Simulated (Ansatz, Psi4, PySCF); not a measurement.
Molecule: H4SiNO2, net charge 0, doublet state. SMILES: N[Si](O)O
Geometry: optimised at B3LYP-D3(BJ)/def2-TZVP (Ansatz, a program for electronic structure).

Quantity: size of the dipole moment, in D. Set-up: non-relativistic; no spin-orbit coupling; six Cartesian d functions in 6-31G* and its kin unless marked 5d; 6-311+G** with 5d, 6d on Na to Ar in Ansatz; dispersion terms only where a functional's name holds one; open shells spin-unrestricted. First-principles rows: single points at B3LYP-D3(BJ) geometries (Ansatz).

```json
[
 {"level": "SVWN5/6-31G*", "program": "Ansatz", "size of the dipole moment (D)": "1.68"},
 {"level": "PBE/def2-SVP", "program": "Ansatz", "size of the dipole moment (D)": "1.57"},
 {"level": "B3LYP/6-31G", "program": "Ansatz", "size of the dipole moment (D)": "2.81"},
 {"level": "B3LYP/6-31G*", "program": "Ansatz", "size of the dipole moment (D)": "1.96"},
 {"level": "B3LYP/6-31G**", "program": "Ansatz", "size of the dipole moment (D)": "1.92"},
 {"level": "B3LYP/def2-SVP", "program": "Ansatz", "size of the dipole moment (D)": "1.86"},
 {"level": "B3LYP/cc-pVDZ", "program": "Ansatz", "size of the dipole moment (D)": "1.73"},
 {"level": "PBE0/6-311+G**", "program": "Ansatz", "size of the dipole moment (D)": "2.08"},
 {"level": "wB97X-D/6-311+G**", "program": "Psi4", "size of the dipole moment (D)": "2.12"},
 {"level": "B3PW91/6-31G* (5d)", "program": "PySCF", "size of the dipole moment (D)": "2.00"}
]
```

No value to compare with is used here. The 10 habitual levels span 1.57 (PBE/def2-SVP) to 2.81 D (B3LYP/6-31G).

The levels are drawn from those run, B3LYP/6-31G* more often than the rest, none by its result; left out are runs that failed, that the program found above a lower state of the same kind, or whose <S^2> lies over 0.5 above the pure value.
